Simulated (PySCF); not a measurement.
Al(Cl)(OMe)(NH2) (CH₅AlClNO), SMILES [O]([Al]([Cl])[NH2])C.

The structure is a stationary point at ωB97X-D3(BJ)/def2-SVP. The structure was generated by enumeration; whether it is a known compound was not checked. Other conformers were not sampled.

Two levels are set side by side: TDA-PBE/def2-SVPD (PySCF) and TDA-CAM-B3LYP/def2-SVPD (PySCF). Vertical, same geometry. The lowest singlet is HOMO→LUMO 99 % with PBE and HOMO→LUMO 92 % with the other functional; states are paired by order. Differences are taken from unrounded values.

| quantity | TDA-CAM-B3LYP |
|---|---|
| lowest singlet excitation (eV) | 5.95 |
| lowest triplet excitation (TDA) (eV) | 5.56 |
| first bright state (f over 0.05) (eV) | 7.72 |
| its oscillator strength | 0.24 |

Task: What does TDA-PBE give, and how far is it from TDA-CAM-B3LYP? (An estimate is asked for; the answer gives what the named calculation found.)

Result: 
```json
[
 {"quantity": "lowest singlet excitation (eV)", "TDA-PBE": "4.97", "TDA-PBE minus TDA-CAM-B3LYP": "-0.98"},
 {"quantity": "lowest triplet excitation (TDA) (eV)", "TDA-PBE": "4.71", "TDA-PBE minus TDA-CAM-B3LYP": "-0.85"},
 {"quantity": "first bright state (f over 0.05) (eV)", "TDA-PBE": "6.63", "TDA-PBE minus TDA-CAM-B3LYP": "-1.09"},
 {"quantity": "its oscillator strength", "TDA-PBE": "0.17", "TDA-PBE minus TDA-CAM-B3LYP": "-0.06"}
]
```

Functionals without exact exchange tend to place singlet excitations lower, as here. Differences between two approximate levels are no errors against the true value.

Rough cost on one machine, each run with all the roots and properties that it gave: TDA-CAM-B3LYP against TDA-PBE about 4 times.
